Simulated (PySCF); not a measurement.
Start geometry of `[GeH3][O]C=[Se]` from GFN2-xTB (Å):
```
atom  x, y, z in Å
Ge1   -1.2179   -0.1297    0.1800
O2     0.4175   -0.7831   -0.3156
C3     1.4798   -0.0426   -0.2861
Se4    1.5473    1.6450    0.2101
H5    -1.5265    0.9884   -0.7586
H6    -1.9842   -1.3854   -0.0597
H7    -1.0942    0.2726    1.6113
H8     2.3872   -0.5557   -0.6061
```

Question: What comes out of this run: PySCF 2.14.0, PBE0-D3(BJ)/def2-SVP geometry optimisation, gas phase?

Answer: 
```
atom  x, y, z in Å
Ge1   -1.1620   -0.1076    0.4026
O2     0.4860   -0.7979   -0.1147
C3     1.5426   -0.0430   -0.0830
Se4    1.6122    1.6581    0.4194
H5    -1.5363    1.0246   -0.5540
H6    -2.0037   -1.3709    0.1782
H7    -1.0811    0.2896    1.8767
H8     2.4466   -0.5804   -0.4130
```

The energy falls by 0.077 eV over 6 energy and gradient evaluations, the largest force component goes from 0.0139 to 3.6e-04 Eh/bohr, and the atoms move by 0.041 Å rms after alignment. The bond that changes most is Ge1–H6 (ends: germanium bonded to O and 3 H; Ge–H hydrogen), which lengthens by 0.044 Å. Bonds longer at the end by more than 0.005 Å: 6 of 7; shorter: 0. Among the angles that change most is H6–Ge1–H7, from 115.1° to 112.6°. Rotational constants go from 7986, 1139, 1010 to 7680, 1135, 1002 MHz. The orientation of the end geometry is arbitrary; only internal coordinates are fixed.

The run used 112 basis functions and 45 SCF cycles in all. The run took 24 s of wall time on one thread, x86-64 server, no GPU, on a shared host.

No PBE0-D3(BJ)/def2-SVP frequencies stand behind this structure, so it isn't proved a minimum. The numbers are those of one conformer.
